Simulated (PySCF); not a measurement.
Computed IR spectrum (relative IR intensity) of a molecule C3H3F3. The structure is a stationary point at PBE0-D3(BJ)/def2-SVP. The values are those of a single conformer. All values below come from PBE0-D3(BJ)/def2-SVP run with PySCF. No scaling factor is applied to the harmonic values.

Lines under 2 % of the strongest are left out, and lines within 2 cm⁻¹ are merged.

ν (cm⁻¹): 285 (m), 667 (m), 855 (m), 984 (m), 987 (m), 1158 (w), 1195 (m), 1207 (s), 1254 (vs), 1322 (s), 1379 (m), 1561 (w), 3189 (w) (against the strongest line: vs over 80 %, s over 45 %, m over 15 %, w over 4 %, vw less)

Problem. Which molecule gave these data?
(A) C=CC(F)(F)F
(B) C=C(F)C(F)F
(C) F/C=C\C(F)F
(D) F[C@H]1[C@H](F)[C@H]1F

Solution. D, F[C@H]1[C@H](F)[C@H]1F
